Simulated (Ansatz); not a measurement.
Reactions of AlFH2S2 (`[F][Al]([SH])[SH]`).

Program: Ansatz. Geometries: PBE0-D4/def2-TZVP. ΔE: electronic, gas phase. CCSD(T)/CBS adds triple-zeta CCSD(T) − MP2 to the extrapolated MP2 energy (def2 sets, frozen cores). This one scheme is used for every species. DFT in def2-TZVPP. For Br outer-core shells are correlated without core-valence functions, which leaves a few kJ/mol of doubt a bond. Scalar relativity is left out up to krypton. Each species was taken in one conformer, which may not be the lowest.

| reaction | B97M-V (kJ/mol) |
| --- | --- |
| `[F][Al]([SH])[SH]` + H–F → `[F][Al]([F])[SH]` + H₂S | -72 |
| `[F][Al]([SH])[SH]` + `O[SiH3]` → `[F][Al]([SH])[O][SiH3]` + H₂S | -47 |
| `[F][Al]([SH])[SH]` + HCl → `[SH][Al]([SH])[Cl]` + H–F | 23 |
| `[F][Al]([SH])[SH]` + HBr → `[SH][Al]([SH])[Br]` + H–F | 31 |

Question: Give the CCSD(T)/CBS values in the same order. (Best estimate.)

Answer: Computed: -67, -48, 17, 16 kJ/mol.

Largest T1 diagnostic: 0.012, for `[F][Al]([F])[SH]`.
